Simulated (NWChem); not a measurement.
System: ZnHSeF; SMILES [Zn]([F])[SeH]

NWChem input:

```
start job
memory heap 200 mb stack 900 mb global 1100 mb
geometry units angstroms noautoz
  Zn    -0.260935     0.634942     0.000000
  F     -0.364922     2.376890     0.000000
  Se    -0.144543    -1.635266     0.000000
  H      1.327357    -1.578833     0.000000
end
basis spherical
  * library def2-svp
end
dft
  xc pbe0
  iterations 150
  vectors input atomic output neutral.movecs
end
task dft energy
charge 1
dft
  odft
  mult 2
  vectors input atomic output cation.movecs
end
task dft energy
```

Parts of the log:

```
             Northwest Computational Chemistry Package (NWChem) 7.3.0
             --------------------------------------------------------

 CS  symmetry detected

                             Geometry "geometry" -> ""
                             -------------------------

 Output coordinates in angstroms (scale by  1.889725989 to convert to a.u.)

  No.       Tag          Charge          X              Y              Z
 ---- ---------------- ---------- -------------- -------------- --------------
    1 Zn                  30.0000    -0.01089810     0.86330732     0.00000000
    2 F                    9.0000    -0.01095735     2.60835635     0.00000000
    3 Se                  34.0000    -0.02991683    -1.40980283     0.00000000
    4 H                    1.0000     1.44273142    -1.44113024     0.00000000

 Effective nuclear repulsion energy (a.u.)     378.7695093326

      Symmetry information
      --------------------

 Group name             Cs
 Group number              2
 Group order               2
 No. of unique centers     4

                                 NWChem DFT Module
                                 -----------------

 Summary of "ao basis" -> "ao basis" (spherical)
 ------------------------------------------------------------------------------
       Tag                 Description            Shells   Functions and Types
 ---------------- ------------------------------  ------  ---------------------
 Zn                         def2-svp                11       31   5s3p2d1f
 F                          def2-svp                 6       14   3s2p1d
 Se                         def2-svp                12       32   5s4p3d
 H                          def2-svp                 3        5   2s1p

      Symmetry analysis of basis
      --------------------------

        a'         57
        a"         25

            General Information
            -------------------
          SCF calculation type: DFT
          Wavefunction type:  closed shell.
          No. of atoms     :     4
          No. of electrons :    74
           Alpha electrons :    37
            Beta electrons :    37
          Charge           :     0
          Spin multiplicity:     1
          Use of symmetry is: on ; symmetry adaption is: on
          Maximum number of iterations: 150
          AO basis - number of functions:    82
                     number of shells:    32
          Convergence on energy requested:  1.00D-06
          Convergence on density requested:  1.00D-05
          Convergence on gradient requested:  5.00D-04

              XC Information
              --------------
                         PBE0 Method XC Functional
                     Hartree-Fock (Exact) Exchange  0.250
          PerdewBurkeErnzerhof Exchange Functional  0.750
            Perdew 1991 LDA Correlation Functional  1.000 local
           PerdewBurkeErnz. Correlation Functional  1.000 non-local

             Grid Information
             ----------------
          Grid used for XC integration:  medium
          Radial quadrature: Mura-Knowles
          Angular quadrature: Lebedev.
          Tag              B.-S. Rad. Rad. Pts. Rad. Cut. Ang. Pts.
          ---              ---------- --------- --------- ---------
          Zn                  1.35      112           9.0       590
          F                   0.50       49          11.0       434
          Se                  1.15      112          10.0       590
          H                   0.35       45          10.0       434
          Grid pruning is: on
          Number of quadrature shells:   318
          Spatial weights used:  Erf1

      Superposition of Atomic Density Guess
      -------------------------------------

 Sum of atomic energies:       -4276.86505554

      Non-variational initial energy
      ------------------------------

 Total energy =   -4277.160868
 1-e energy   =   -6723.120745
 2-e energy   =    2067.190367
 HOMO         =      -0.295818
 LUMO         =      -0.050675

      Symmetry analysis of molecular orbitals - initial
      -------------------------------------------------

  Numbering of irreducible representations:

     1 a'          2 a"

  Orbital symmetries:

     1 a'          2 a'          3 a'          4 a'          5 a'
     6 a"          7 a'          8 a'          9 a'         10 a"
    11 a'         12 a'         13 a'         14 a'         15 a"
    16 a'         17 a'         18 a'         19 a"         20 a'
    21 a'         22 a"         23 a"         24 a'         25 a'
    26 a'         27 a'         28 a'         29 a"         30 a'
    31 a"         32 a'         33 a'         34 a"         35 a'
    36 a'         37 a"         38 a'         39 a'         40 a'
    41 a"         42 a'         43 a'         44 a'         45 a'
    46 a"         47 a'

   convergence    iter        energy       DeltaE   RMS-Dens  Diis-err
 ---------------- ----- ----------------- --------- --------- ---------
 d= 0,ls=0.0,diis     1  -4280.1053598358 -4.66D+03  2.19D-02  7.32D-01
 d= 0,ls=0.0,diis     2  -4279.9232049374  1.82D-01  1.28D-02  2.97D+00
 d= 0,ls=0.0,diis     3  -4280.1950153317 -2.72D-01  1.68D-03  2.28D-02
 d= 0,ls=0.0,diis     4  -4280.1965862895 -1.57D-03  7.24D-04  6.30D-03
 d= 0,ls=0.0,diis     5  -4280.1971607330 -5.74D-04  1.01D-04  1.82D-04
  Resetting Diis
 d= 0,ls=0.0,diis     6  -4280.1971737178 -1.30D-05  4.90D-05  1.22D-05
 d= 0,ls=0.0,diis     7  -4280.1971750581 -1.34D-06  3.39D-05  3.36D-06
 d= 0,ls=0.0,diis     8  -4280.1971748327  2.25D-07  1.77D-05  6.88D-06
 d= 0,ls=0.0,diis     9  -4280.1971753475 -5.15D-07  1.84D-06  2.11D-08

         Total DFT energy =    -4280.197175347461
      One electron energy =    -6721.918530838078
           Coulomb energy =     2231.576568095374
    Exchange-Corr. energy =     -168.624721937346
 Nuclear repulsion energy =      378.769509332590

 Numeric. integr. density =       74.000006756943

[...]
```

Level: PBE0/def2-SVP, vertical spin-unrestricted ions. Structure relaxed at the PBE0/def2-SVP level.
